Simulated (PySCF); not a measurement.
boron oxyfluoride (BFO), SMILES O=BF. Coordinates come from a PBE0-D3(BJ)/def2-TZVP optimisation.

PySCF with TDA-PBE/def2-TZVPD puts the lowest singlet excitations at 7.32, 7.32, 8.85, 8.90, 9.07, 9.07 eV and the lowest triplet (TDA) at 6.91 eV.

Problem. What are the lowest singlet roots from EOM-CCSD/aug-cc-pVDZ run with PySCF 2.14.0? (An estimate is asked for; the answer gives what the named calculation found.)

Solution. 8.20, 8.20, 9.58, 9.67, 9.67, 10.36 eV; triplets 7.80, 7.80, 8.26 eV. S1 differs by 0.87 eV (second minus first; roots are paired by order, and the bases may differ).
